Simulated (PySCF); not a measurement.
Compound: C5H4F2.
SMILES: `F/C(C#C)=C/CF`

Torsions of this conformer, `[CH:1]#[C:2]/[C:3]([F:4])=[CH:5]\[CH2:6][F:7]`: C3–C5–C6–F7 -132°.

The closed-shell ground state was solved at several levels (PySCF, density fitting, gas phase, non-relativistic). Isolated species at its GFN2-xTB geometry (one conformer only).

```json
{"level": "B3LYP/pcJ-1", "basis functions": "229", "HOMO (eV)": "-7.30", "LUMO (eV)": "-1.55", "gap (eV)": "5.75", "dipole (D)": "2.14"}
{"level": "PBE0/pcSseg-1", "basis functions": "139", "HOMO (eV)": "-7.53", "LUMO (eV)": "-1.36", "gap (eV)": "6.17", "dipole (D)": "2.16"}
```

(1) What might PBE0/def2-SVPD (178 basis functions) give for the same quantities?

(2) Over all these levels, which gives the widest orbital gap and which the narrowest?

(3) How far do the dipole and the HOMO energy spread over the levels?

## Answers

(1) HOMO -7.57 eV, LUMO -1.44 eV, gap 6.13 eV, dipole 2.08 D.

(2) PBE0/pcSseg-1 (global hybrid, 25 % exact exchange) has the widest, 6.17 eV, and B3LYP/pcJ-1 (global hybrid, 20 % exact exchange) the narrowest, 5.75 eV. Functional and basis both differ between the two, so the spread mixes both effects.

(3) The dipole runs from 2.08 to 2.16 D (mean 2.13 D) and the HOMO from -7.57 to -7.30 eV.
